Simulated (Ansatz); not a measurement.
Input file for `C[N]1[AlH][CH]1[SiH3]`:

```yaml
crystal:
  periodic: [false, false, false]
  atoms:
    - {symbol: C, position_ang: [-1.504433, 0.191230, 1.097662]}
    - {symbol: N, position_ang: [-0.625756, 0.801269, 0.157989]}
    - {symbol: Al, position_ang: [0.332635, 1.871838, -0.785394]}
    - {symbol: C, position_ang: [0.074092, -0.033937, -0.896670]}
    - {symbol: Si, position_ang: [1.396985, -1.217744, -0.347947]}
    - {symbol: H, position_ang: [-2.347308, -0.309509, 0.600287]}
    - {symbol: H, position_ang: [-0.992556, -0.565507, 1.708398]}
    - {symbol: H, position_ang: [-1.913106, 0.947132, 1.772769]}
    - {symbol: H, position_ang: [0.782324, 3.352393, -1.045920]}
    - {symbol: H, position_ang: [-0.602250, -0.440910, -1.659965]}
    - {symbol: H, position_ang: [0.920575, -2.410488, 0.416613]}
    - {symbol: H, position_ang: [2.137532, -1.727245, -1.536827]}
    - {symbol: H, position_ang: [2.361763, -0.493323, 0.533807]}
basis:
  gaussian: {orbitals: def2-SVP}
correlation: {method: ccsd_t}
```

```sh
$ ansatz run in.yaml --threads 4 --pin off --events-out ev --progress --plain
```

Output of Ansatz, abridged:

```
Functional definition: HF
1172 factors; integrals over basis functions are off by at most 1.1e-3 eV
mean field evaluation 1: about -18101.3404 eV, gradient 3.6e1 eV
mean field evaluation 2: about -18101.3476 eV, gradient 3.6e1 eV
mean field evaluation 4: about -18105.3310 eV, gradient 4.6e0 eV
mean field evaluation 8: about -18105.4114 eV, gradient 4.5e-4 eV
mean field -18105.41140170 eV, -665.3615967237 hartree, gradient 1.0e-6 eV, S^2 0.000000; 0 other end points of the search recorded, 0 dependent functions left out
13 core orbitals not correlated: weight in the atoms' cores, before any rotation towards them, 1.000 or more for the frozen orbitals, at most 0.000 for the correlated occupied ones
reference -18105.41140170 eV, -665.3615967237 hartree; 14, 14 occupied and 91, 91 virtual orbitals, 1172 factors
second order -16.72896396 eV of doubles, -0.00000000 eV of singles
cycle   1  -17.64740826 eV  change   -9.2e-1 eV  update   1.1e-1
cycle   2  -18.22056294 eV  change   -5.7e-1 eV  update   3.6e-2
cycle   3  -18.36497638 eV  change   -1.4e-1 eV  update   2.3e-2
cycle   4  -18.35803404 eV  change    6.9e-3 eV  update   8.3e-3
cycle   5  -18.35746678 eV  change    5.7e-4 eV  update   4.6e-3
cycle   6  -18.35757754 eV  change   -1.1e-4 eV  update   1.7e-3
cycle   7  -18.35721915 eV  change    3.6e-4 eV  update   6.4e-4
cycle   8  -18.35746413 eV  change   -2.4e-4 eV  update   1.9e-4
cycle   9  -18.35750832 eV  change   -4.4e-5 eV  update   6.1e-5
cycle  10  -18.35748400 eV  change    2.4e-5 eV  update   2.4e-5
perturbative correction -0.60735810 eV, -0.0223199985 hartree
Total energy: -18124.37624379 eV, -666.0585418160 hartree
```

Run time 7.5 s (4 threads of a server CPU on a shared host); peak host memory 0.59 GiB.

MP2 recovers 88.2 % of the CCSD(T) correlation energy and the triples give 3.2 %; T1 = 0.0168.
